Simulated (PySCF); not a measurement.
Sr: ionisation energy

Sr [Kr] 5s2 (1S) → Sr⁺ [Kr] 5s1 (2S), as a difference of total energies. Computed with PySCF 2.14 in x2c-SVPall (6s4p5d1f, 50 functions), with scalar relativity by spin-free X2C-1e. Correlated levels: valence: [Kr] frozen. The calculations carry no spin-orbit coupling.

Q: Order these methods by the ionisation energy they give, lowest first.
A. CCSD (valence)
B. MP2 (valence)
C. MN15
D. UHF

A: D (4.774 eV), B (5.203 eV), A (5.433 eV), C (6.064 eV).

Errors of the correlated levels include the incompleteness of this basis and the frozen core.

With two correlated electrons CCSD is exact in that space.

The coupled-cluster amplitudes are large for Sr (T1 above 0.03 or a double amplitude above 0.15), so a single reference is strained.

For comparison: 5.695 eV (measured; NIST Atomic Spectra Database, ionization energies).
